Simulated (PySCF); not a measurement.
CH3OS, multiplicity 2. Atoms are numbered in the order given.

```xyz
6

C      0.2997     1.3951     0.0000
S     -0.4985    -0.2236     0.0000
O      0.6030    -1.2415     0.0000
H      0.9186     1.4909     0.8936
H     -0.4832     2.1564     0.0000
H      0.9186     1.4909    -0.8936
```
Charge 0, spin multiplicity 2.

Coordinates come from a r2SCAN-D4/def2-TZVP optimisation. The isomer is the one that the SMILES or the coordinates give; other isomers of the formula were not compared.

These are ωB97X/def2-TZVPD (PySCF) values and carry that method's errors.

Isolated molecule, no solvent.

Computed frontier levels, dipole moment and polarisability:
The α spin, highest occupied and lowest empty level is -9.18 and 1.79 eV. The β spin, highest occupied and lowest empty level is -10.26 and -0.75 eV. The dipole moment comes out as 0.653 e·Å, the quadrupole, principal values (traceless, Buckingham form, about the centre of nuclear charge) is -3.09, 1.10, 1.99 D·Å and the mean static polarisability is 38.3 bohr³ (5.67 Å³). The polarisability, principal values is 30.8, 37.0, 47.0 bohr³ and the ⟨S²⟩ is 0.757 (pure state 0.75).
